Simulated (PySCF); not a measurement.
Al(H)(Br)(OMe) (CH4AlBrO), SMILES C[O][AlH][Br]. Atoms are numbered in the order given.

```xyz
8

Al    -1.0456     0.5001     0.0000
H     -2.6097     0.4066     0.0000
Br     0.2593    -1.3418     0.0000
O     -0.3126     2.0171     0.0000
C      0.9508     2.5986     0.0000
H      1.0797     3.2387     0.8899
H      1.0797     3.2387    -0.8899
H      1.7637     1.8497     0.0000
```

The structure is a stationary point at PBE0-D3(BJ)/def2-SVP. The structure was generated by enumeration; whether it is a known compound was not checked. Other conformers were not sampled.

Level of theory: PySCF with CAM-B3LYP/def2-TZVP.

Atomic charges (e):

```csv
atom,meta-Löwdin,Löwdin
Al1,0.86,___
H2,-0.13,___
Br3,-0.32,___
O4,-0.63,0.07
C5,-0.09,-0.37
H6,0.11,0.11
H7,0.11,0.11
H8,0.10,0.11
```

### Question
Some entries are withheld; supply them. (The exact figures need the calculation; the answer reports its results.)

### Answer

- Al1, Löwdin: -0.18
- H2, Löwdin: -0.10
- Br3, Löwdin: 0.25
